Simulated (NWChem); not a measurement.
Everything below was run with NWChem. System: HB, charge 0, spin multiplicity 1, at a geometry optimised with PBE/def2-SVP. The structure started from a generated list of species. Level: PBE/cc-pVDZ.

Input file:

```
start mol
memory heap 200 mb stack 900 mb global 1100 mb
geometry units angstroms nocenter noautoz
  B      0.000000     0.000000     0.211104
  H      0.000000     0.000000    -1.055520
  symmetry group C2v
end
basis spherical
  * library cc-pvdz
end
dft
  xc xpbe96 cpbe96
  semidirect memsize 60000000 filesize 0
  iterations 100
end
task dft energy
```

Output (cleaned and shortened):

```
             Northwest Computational Chemistry Package (NWChem) 7.3.0
             --------------------------------------------------------

                                NWChem Input Module
                                -------------------

 Scaling coordinates for geometry "geometry" by  1.889725989
 (inverse scale =  0.529177249)

 Turning off AUTOSYM since
 SYMMETRY directive was detected!

                             Geometry "geometry" -> ""
                             -------------------------

 Output coordinates in angstroms (scale by  1.889725989 to convert to a.u.)

  No.       Tag          Charge          X              Y              Z
 ---- ---------------- ---------- -------------- -------------- --------------
    1 B                    5.0000     0.00000000     0.00000000     0.21110400
    2 H                    1.0000     0.00000000     0.00000000    -1.05552000

 Effective nuclear repulsion energy (a.u.)       2.0889279257

            Nuclear Dipole moment (a.u.)
            ----------------------------
        X                 Y               Z
 ---------------- ---------------- ----------------
     0.0000000000     0.0000000000     0.0000000000

      Symmetry information
      --------------------

 Group name             C2v
 Group number             16
 Group order               4
 No. of unique centers     2

      Symmetry unique atoms

     1    2


 Summary of "ao basis" -> "" (spherical)
 ------------------------------------------------------------------------------
       Tag                 Description            Shells   Functions and Types
 ---------------- ------------------------------  ------  ---------------------
 *                          cc-pvdz                   on all atoms

  pbe96 is a nonlocal functional; adding pw91lda local functional.

                                 NWChem DFT Module
                                 -----------------

 Summary of "ao basis" -> "ao basis" (spherical)
 ------------------------------------------------------------------------------
       Tag                 Description            Shells   Functions and Types
 ---------------- ------------------------------  ------  ---------------------
 B                          cc-pvdz                  6       14   3s2p1d
 H                          cc-pvdz                  3        5   2s1p

 Summary of "ao basis" -> "ao basis" (spherical)
 ------------------------------------------------------------------------------
       Tag                 Description            Shells   Functions and Types
 ---------------- ------------------------------  ------  ---------------------
 B                          cc-pvdz                  6       14   3s2p1d
 H                          cc-pvdz                  3        5   2s1p

      Symmetry analysis of basis
      --------------------------

        a1         10
        a2          1
        b1          4
        b2          4

            General Information
            -------------------
          SCF calculation type: DFT
          Wavefunction type:  closed shell.
          No. of atoms     :     2
          No. of electrons :     6
           Alpha electrons :     3
            Beta electrons :     3
          Charge           :     0
          Spin multiplicity:     1
          Use of symmetry is: on ; symmetry adaption is: on
          Maximum number of iterations: 100
          AO basis - number of functions:    19
                     number of shells:     9
[...]
               write      read    awrite     aread      wait
               -----      ----    ------     -----      ----
     calls:        1         0         0         0         0
   data(b): 5.24e+05  0.00e+00  0.00e+00  0.00e+00
   time(s): 0.00e+00  0.00e+00  0.00e+00  0.00e+00  0.00e+00
rate(mb/s): 0.00e+00  0.00e+00
------------------------------------------------------------

 !! scf_movecs_sym_adapt:    2 vectors were symmetry contaminated

  Symmetry fudging

   convergence    iter        energy       DeltaE   RMS-Dens  Diis-err    time
 ---------------- ----- ----------------- --------- --------- ---------  ------
 d= 0,ls=0.0,diis     1    -25.2175509420 -2.73D+01  3.07D-02  6.69D-02     0.2

 !! scf_movecs_sym_adapt:    2 vectors were symmetry contaminated

  Symmetry fudging
 d= 0,ls=0.0,diis     2    -25.2267608931 -9.21D-03  1.71D-02  2.47D-02     0.2

 !! scf_movecs_sym_adapt:    2 vectors were symmetry contaminated

  Symmetry fudging
 d= 0,ls=0.0,diis     3    -25.2326618018 -5.90D-03  3.27D-03  8.82D-04     0.2

 !! scf_movecs_sym_adapt:    2 vectors were symmetry contaminated

  Symmetry fudging
 d= 0,ls=0.0,diis     4    -25.2328702432 -2.08D-04  4.69D-04  1.72D-05     0.2

 !! scf_movecs_sym_adapt:    2 vectors were symmetry contaminated

  Symmetry fudging
 d= 0,ls=0.0,diis     5    -25.2328749884 -4.75D-06  2.15D-05  4.66D-08     0.2

 !! scf_movecs_sym_adapt:    2 vectors were symmetry contaminated

  Symmetry fudging
 d= 0,ls=0.0,diis     6    -25.2328750012 -1.28D-08  1.10D-06  1.17D-10     0.2

         Total DFT energy =      -25.232875001224
      One electron energy =      -37.123949155081
           Coulomb energy =       14.029953572695
    Exchange-Corr. energy =       -4.227807344566
 Nuclear repulsion energy =        2.088927925729

 Numeric. integr. density =        6.000000648083

     Total iterative time =      0.1s

                  Occupations of the irreducible representations
                  ----------------------------------------------

                     irrep           alpha         beta
                     --------     --------     --------
                     a1                3.0          3.0
                     a2                0.0          0.0
                     b1                0.0          0.0
                     b2                0.0          0.0

                       DFT Final Molecular Orbital Analysis
                       ------------------------------------

 Vector    1  Occ=2.000000D+00  E=-6.610424D+00  Symmetry=a1
              MO Center=  2.6D-21,  2.6D-21,  2.1D-01, r^2= 4.1D-02
   Bfn.  Coefficient  Atom+Function         Bfn.  Coefficient  Atom+Function
  ----- ------------  ---------------      ----- ------------  ---------------
     1      1.005738  1 B  s

 Vector    2  Occ=2.000000D+00  E=-4.293679D-01  Symmetry=a1
              MO Center= -1.0D-16,  1.4D-16, -4.7D-01, r^2= 9.9D-01
   Bfn.  Coefficient  Atom+Function         Bfn.  Coefficient  Atom+Function
  ----- ------------  ---------------      ----- ------------  ---------------
     2      0.383784  1 B  s                 15      0.338400  2 H  s
     3      0.319357  1 B  s                  6     -0.202952  1 B  pz
    16      0.098147  2 H  s                  9     -0.047902  1 B  pz

 Vector    3  Occ=2.000000D+00  E=-1.985920D-01  Symmetry=a1
              MO Center= -3.5D-16,  1.5D-15,  4.0D-01, r^2= 1.6D+00
   Bfn.  Coefficient  Atom+Function         Bfn.  Coefficient  Atom+Function
  ----- ------------  ---------------      ----- ------------  ---------------
     3      0.568180  1 B  s                  6      0.424774  1 B  pz
     2      0.277972  1 B  s                 16     -0.267738  2 H  s
    15     -0.258501  2 H  s                  9      0.181508  1 B  pz
    12     -0.043853  1 B  d  0

 Vector    4  Occ=0.000000D+00  E=-1.234345D-01  Symmetry=b2
              MO Center= -3.3D-18, -1.9D-15,  1.7D-01, r^2= 1.8D+00
   Bfn.  Coefficient  Atom+Function         Bfn.  Coefficient  Atom+Function
  ----- ------------  ---------------      ----- ------------  ---------------
     5      0.627474  1 B  py                 8      0.502249  1 B  py
    11     -0.029917  1 B  d -1

 Vector    5  Occ=0.000000D+00  E=-1.234345D-01  Symmetry=b1
              MO Center=  1.9D-16, -2.5D-18,  1.7D-01, r^2= 1.8D+00
   Bfn.  Coefficient  Atom+Function         Bfn.  Coefficient  Atom+Function
  ----- ------------  ---------------      ----- ------------  ---------------
     4      0.627474  1 B  px                 7      0.502249  1 B  px
    13      0.029917  1 B  d  1

 Vector    6  Occ=0.000000D+00  E= 9.886753D-02  Symmetry=a1
              MO Center= -4.1D-17, -6.1D-17, -5.5D-01, r^2= 3.4D+00
   Bfn.  Coefficient  Atom+Function         Bfn.  Coefficient  Atom+Function
  ----- ------------  ---------------      ----- ------------  ---------------
    16      2.316129  2 H  s                  3     -1.438528  1 B  s
     9      1.296048  1 B  pz                 6      0.475451  1 B  pz
     2     -0.268364  1 B  s                 15      0.156802  2 H  s
     1     -0.039227  1 B  s

 center of mass
 --------------
 x =   0.00000000 y =   0.00000000 z =   0.19819019

 moments of inertia (a.u.)
 ------------------
           5.289777256733           0.000000000000           0.000000000000
           0.000000000000           5.289777256733           0.000000000000
           0.000000000000           0.000000000000           0.000000000000

     Multipole analysis of the density
     ---------------------------------

     L   x y z        total         alpha         beta         nuclear
     -   - - -        -----         -----         ----         -------
     0   0 0 0     -0.000000     -3.000000     -3.000000      6.000000

     1   1 0 0     -0.000000     -0.000000     -0.000000      0.000000
     1   0 1 0     -0.000000     -0.000000     -0.000000      0.000000
     1   0 0 1     -0.542229     -0.271115     -0.271115      0.000000

     2   2 0 0     -4.894434     -2.447217     -2.447217      0.000000
     2   1 1 0     -0.000000     -0.000000     -0.000000      0.000000
     2   1 0 1     -0.000000     -0.000000     -0.000000      0.000000
     2   0 2 0     -4.894434     -2.447217     -2.447217      0.000000
     2   0 1 1     -0.000000     -0.000000     -0.000000      0.000000
     2   0 0 2     -7.529019     -6.151671     -6.151671      4.774324

 Task  times  cpu:        0.2s     wall:        0.2s

 Total times  cpu:        0.3s     wall:        0.3s
```
